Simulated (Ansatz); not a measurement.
H4GeSi, SMILES `[SiH3][GeH]` (excited triplet) (charge 0, multiplicity 3). This triplet is an excited state, 0.65 eV above the relaxed singlet at the level frozen-core CCSD(T)/cc-pVTZ // PBE0-D3(BJ)/def2-TZVP (Ansatz, a program for electronic structure).

Level of theory: Ansatz with BLYP/cc-pVTZ // PBE0-D3(BJ)/def2-TZVP.

Ansatz 0.2 input:
```yaml
crystal:
  periodic: [false, false, false]
  atoms:
    - { symbol: Si, position_ang: [-0.703252, 0.01731, 0.1028] }
    - { symbol: Ge, position_ang: [1.510284, -0.707531, -0.31073] }
    - { symbol: H, position_ang: [-0.836456, 0.60704, 1.462232] }
    - { symbol: H, position_ang: [-1.564385, -1.18653, 0.000779] }
    - { symbol: H, position_ang: [-1.134185, 1.023885, -0.904573] }
    - { symbol: H, position_ang: [2.727995, 0.245827, -0.350509] }
basis:
  gaussian: { orbitals: cc-pVTZ }
hamiltonian:
  xc: blyp
magnetization:
  spin_polarized: true
  initial_magnetization: 2
```

Output:

```
Functional definition: BLYP
872 factors; their error is unknown
mean field evaluation 1: about -64459.9016 eV, gradient 1.7e1 eV
mean field evaluation 2: about -64460.0333 eV, gradient 1.7e1 eV
mean field evaluation 4: about -64461.4411 eV, gradient 5.8e-1 eV
mean field evaluation 8: about -64461.4164 eV, gradient 1.6e-2 eV
mean field -64461.41642014 eV, -2368.9133599228 hartree, gradient 2.9e-5 eV, S^2 2.001916; 0 other end points of the search recorded, 0 dependent functions left out
reference -64461.41674729 eV, -2368.9133719452 hartree; 26, 24 occupied and 107, 109 virtual orbitals, 872 factors
Total energy: -64461.41674729 eV, -2368.9133719452 hartree
```
